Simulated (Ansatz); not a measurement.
Cost and result for the atomization energy of `[SiH3]/N=C\N[SiH3]` (13 atoms, 12 bonds).

Z-matrix (Å, degrees):
```
Si
N 1 1.696
H 1 1.496 2 117.4
H 1 1.486 2 108.0 3 121.0
H 1 1.486 2 108.0 3 -121.0
C 2 1.256 1 149.5 3 0.4
N 6 1.368 2 128.3 1 -0.0
H 6 1.100 2 119.6 1 180.0
Si 7 1.750 6 126.5 2 0.1
H 7 1.008 6 114.5 2 -180.0
H 9 1.484 7 104.1 6 179.8
H 9 1.482 7 111.1 6 61.1
H 9 1.482 7 111.1 6 -61.6
```

The species carries charge 0 and has multiplicity 1. Geometry: relaxed with PBE0-D4/def2-TZVP. It is one conformer, not always the lowest. Program: Ansatz. All runs use 4 threads of an Intel Xeon 6975P-C on a shared host. Times are those of one run each, without the atoms' runs, and a repeat can differ threefold. Electronic energies, without spin–orbit coupling; frozen cores. CCSD(T)/CBS adds CCSD(T) − MP2 in def2-TZVPP to the MP2 limit, and its time is that of the two runs behind it. T1 = 0.014. B3LYP takes the VWN-RPA correlation (the form of Gaussian; ORCA's B3LYP/G). HSE06 is the plane-wave form, built on full-range PBE exchange.

CCSD(T)/CBS is a level of theory with its own doubt, some kJ/mol a heavy atom from the limit and from the frozen cores, so smaller differences don't rank the functionals.

```json
{"level": "LDA (SPW92)/def2-TZVPP", "functions": "289", "wall time": "1.1 s", "atomization (kcal/mol)": "1208.1", "difference from CCSD(T)/CBS": "145.3", "per bond": "12.1"}
{"level": "BLYP-D4/def2-TZVPP", "functions": "289", "wall time": "1.7 s", "atomization (kcal/mol)": "1069.9", "difference from CCSD(T)/CBS": "7.1", "per bond": "0.6"}
{"level": "PBE0-D4/def2-TZVPP", "functions": "289", "wall time": "2.1 s", "atomization (kcal/mol)": "1059.1", "difference from CCSD(T)/CBS": "-3.7", "per bond": "-0.3"}
{"level": "HSE06-D4/def2-TZVPP", "functions": "289", "wall time": "2.5 s", "atomization (kcal/mol)": "1059.8", "difference from CCSD(T)/CBS": "-3.0", "per bond": "-0.3"}
{"level": "BHLYP-D4/def2-TZVPP", "functions": "289", "wall time": "2.6 s", "atomization (kcal/mol)": "1042.0", "difference from CCSD(T)/CBS": "-20.8", "per bond": "-1.7"}
{"level": "CAM-B3LYP-D4/def2-TZVPP", "functions": "289", "wall time": "2.7 s", "atomization (kcal/mol)": "1073.6", "difference from CCSD(T)/CBS": "10.8", "per bond": "0.9"}
{"level": "CCSD(T)/def2-SVP", "functions": "118", "wall time": "2.9 s", "atomization (kcal/mol)": "987.7", "difference from CCSD(T)/CBS": "-75.1", "per bond": "-6.3"}
{"level": "r2SCANh-D4/def2-TZVPP", "functions": "289", "wall time": "3.2 s", "atomization (kcal/mol)": "1054.4", "difference from CCSD(T)/CBS": "-8.4", "per bond": "-0.7"}
{"level": "B3LYP-D4/def2-TZVPP (with forces)", "functions": "289", "wall time": "3.5 s", "atomization (kcal/mol)": "1071.0", "difference from CCSD(T)/CBS": "8.2", "per bond": "0.7"}
{"level": "ωB97X-V/def2-TZVPP", "functions": "289", "wall time": "5 s", "atomization (kcal/mol)": "1072.4", "difference from CCSD(T)/CBS": "9.6", "per bond": "0.8"}
{"level": "MP2/def2-QZVPP", "functions": "551", "wall time": "17 s", "atomization (kcal/mol)": "1057.5", "difference from CCSD(T)/CBS": "-5.3", "per bond": "-0.4"}
{"level": "CCSD(T)/def2-TZVPP", "functions": "289", "wall time": "2.5 min", "atomization (kcal/mol)": "1030.2", "difference from CCSD(T)/CBS": "-32.6", "per bond": "-2.7"}
{"level": "CCSD(T)/CBS(def2)", "functions": "–", "wall time": "2.8 min", "atomization (kcal/mol)": "1062.8", "difference from CCSD(T)/CBS": "0.0", "per bond": "0.0"}
```

From r2SCAN to r2SCAN0 (25 % exact exchange), in def2-TZVPP and without D4, the atomization energy moves by −16.4 kcal/mol: exact exchange takes away binding that semilocal exchange gives to molecules. In def2-TZVPP, CCSD(T) changes the Hartree–Fock value by +276.9 kcal/mol (the triples alone add +15.6 kcal/mol) and MP2 by +284.5 kcal/mol; breaking electron pairs costs correlation energy, which Hartree–Fock lacks. At CCSD(T), def2-SVP lies −75.1 kcal/mol from the extrapolated value and def2-TZVPP −32.6 kcal/mol: correlation converges slowly with the basis, and small sets miss more of it in the bonded molecule than in its fragments.
